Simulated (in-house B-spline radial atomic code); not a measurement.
A run on an ion of nuclear charge 40 with 40.8 electrons that did not converge. Method: scalar-relativistic (X2C) PBE, spin-polarised, spherical fractional occupations, Fermi nucleus of rms radius 4.2694 fm; computed with an all-electron radial atomic-structure program (B-spline basis).

Command:
```bash
python run_scf.py task.json out
```
Settings (nuclear radius in fm, mass in u):
```
Z                40
configuration    [Kr] 4d2.8 5s2
hamiltonian      x2c
method           pbe,pbe
spin_polarised   True
nucleus          fermi
rms_radius       4.2694
atomic_mass      89.9047
speed_of_light   137.035999084
```

First and last ten iterations of the last attempt (damped for 15 steps, keeping 80 % of the old Fock matrix, then DIIS):
```
 iter        energy (Eh)    residual
    1       -3596.060766    4.06e-01
    2       -3596.138574    1.71e-01
    3       -3597.078150    1.01e-01
    4       -3597.538055    6.23e-02
    5       -3597.756560    3.90e-02
    6       -3597.856289    2.59e-02
    7       -3597.899263    1.70e-02
    8       -3597.916439    1.07e-02
    9       -3597.922812    6.72e-03
   10       -3597.925113    4.72e-03
  111       -3596.797012    5.69e-02
  112       -3596.793880    5.70e-02
  113       -3596.794007    5.70e-02
  114       -3524.524684    7.63e-01
  115       -3434.682778    9.66e-01
  116       -3523.213518    6.40e-01
  117       -3435.404237    9.74e-01
  118       -3515.983480    6.52e-01
  119       -3597.446621    7.93e-02
  120       -3597.758001    4.02e-02
 not converged after 120 iterations
```

The smallest residual met was 1.2e-04; the threshold is about 4e-07. No energy from this run should be used. The likely cause: this method binds the added charge weakly or not at all at the basis-set limit, so charge moves back and forth between the atom and the box. Time taken, with all properties: 2.3 s on 1 thread of Intel(R) Xeon(R) 6975P-C (shared host).
